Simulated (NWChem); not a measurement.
System: C₂H₃AgO₂; SMILES C[O][Ag]<-[C-]#[O+]

Input file for NWChem:

```
start job
memory heap 200 mb stack 900 mb global 1100 mb
geometry units angstroms noautoz
  Ag     0.246290     0.045423    -0.242024
  O     -0.605059    -0.473512    -1.924263
  C     -1.909774    -0.913427    -2.149757
  H     -2.691860    -0.164774    -1.864531
  H     -2.054252    -1.121100    -3.237852
  H     -2.163705    -1.861281    -1.610535
  O      1.558442     0.856902     2.430102
  C      1.119444     0.566260     1.408265
end
basis spherical
  * library def2-svp
end
ecp
  Ag library def2-ecp
end
dft
  xc xpbe96 cpbe96
  iterations 150
  mulliken
end
task dft energy
```

All runs use the structure optimised with PBE-D3(BJ)/def2-SVP. No frequency run checked for a minimum. def2 effective core potentials on Ag; no spin-orbit coupling.

Problem. Predict the main results of this run. (PBE/def2-SVP with def2 effective core potentials on Ag.) Quantities: basis functions; energy (Ha); highest occupied level (eV); orbital gap (eV); dipole (D).

Solution. 
- number of basis functions = 102
- energy (Ha) = -374.99
- highest occupied level (eV) = -5.08
- orbital gap (eV) = 1.93
- dipole (D) = 2.59
